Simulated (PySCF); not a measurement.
Gas-phase reaction: 2 SiI₄ + SiH₂ + HI = 3 SiHI₃, at 600 K and a standard pressure of 1 bar. Level: B3LYP/def2-TZVP†.

Computed with PySCF and rigid-rotor harmonic-oscillator thermochemistry at 1 bar. † marks an energy on the PBE0/def2-TZVP geometry and frequencies. All species are closed-shell singlets. B3LYP is the form with VWN-RPA correlation. I: scalar-relativistic def2 core potential, no spin-orbit coupling. The harmonic model lacks anharmonicity and excited electronic states, which grow with temperature; levels with a mode under 35 cm⁻¹ are left out. Soft modes under 120 cm⁻¹ make the harmonic entropy rough for SiI₄, SiHI₃.

```csv
species,E (Ha),H(600 K) − E (kJ/mol),S°(600 K) (J/mol/K)
SiI₄,-1480.89042,66.2,487.4
SiH₂,-290.64116,52.0,233.9
HI,-298.40521,31.6,227.0
SiHI₃,-1183.64969,76.9,439.3
```
E: electronic energy; H − E holds the zero-point and thermal terms. 1 Ha = 2625.5 kJ/mol.

Q: Work out ΔH°, ΔS°, ΔG° and log10 K from these numbers.

A: 1. ΔE = 3×(-1183.64969) − 2×(-1480.89042) − 1×(-290.64116) − 1×(-298.40521) = -0.12186 Ha = -319.9 kJ.
2. Δ(H − E) = 3×(76.9) − 2×(66.2) − 1×(52.0) − 1×(31.6) = 14.7 kJ, so ΔH° = -305.2 kJ.
3. ΔS° = 3×(439.3) − 2×(487.4) − 1×(233.9) − 1×(227.0) = -117.8 J/K; the number of gas molecules changes by -1.
4. ΔG° = ΔH° − TΔS° = -305.2 − 600×(-117.8)/1000 = -234.5 kJ.
5. log10 K = −ΔG°/(RT ln 10) = 20.41, with RT ln 10 = 11.49 kJ/mol; at standard pressures the products are favoured.
6. A shift of 10 kJ in ΔE would move log10 K by 0.87 here.
For scale, ΔH°(298 K) is -304 kJ at this level, -305 kJ at ωB97M-V/def2-TZVP†, and runs from -368 to -285 kJ over the 17 levels computed.
